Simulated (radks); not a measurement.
The numbers below are computed, except where a source is named.
Question: Ba III, configuration [Kr] 4d10 5s2 5p5 5d1 (not the ground configuration). Level of theory: scalar-relativistic Kohn-Sham, PBEsol, spin-polarised, spherical densities, point nucleus; open shells are filled with parallel spins first (spin-orbit coupling, left out, can overturn this in heavy ions) (a radial shooting solver on a logarithmic mesh with Libxc functionals). Some entries of the table are withheld. Estimate them.

orbital,occ.,eigenvalue (hartree),r(max) (bohr)
1s up,1,-1369.230,0.01643
1s down,1,-1369.228,0.01643
2s up,1,-216.9134,0.09291
2s down,1,-216.9111,0.09291
2p up,3,-194.5954,0.07464
2p down,3,-194.5928,0.07464
3s up,1,-46.23028,0.2664
3s down,1,-46.22787,0.2665
3p up,3,-39.07641,0.2607
3p down,3,-39.07371,0.2607
3d up,5,-28.68000,0.2151
3d down,5,-28.67706,0.2151
4s up,1,-9.52085,0.6249
4s down,1,-9.51511,0.6250
4p up,3,-7.21205,0.6536
4p down,3,-7.20629,0.6537
4d up,5,(1),0.6952
4d down,5,(2),0.6952
5s up,1,(3),(4)
5s down,1,(5),(6)
5p up,3,-1.22414,1.657
5p down,2,-1.17628,1.648
5d up,1,-0.53693,2.246
5d down,0,-0.48899,2.251

Answer: 
(1) 4d up eigenvalue (hartree): -3.86019
(2) 4d down eigenvalue (hartree): -3.85286
(3) 5s up eigenvalue (hartree): -1.78651
(4) 5s up r(max) (bohr): 1.465
(5) 5s down eigenvalue (hartree): -1.74454
(6) 5s down r(max) (bohr): 1.459
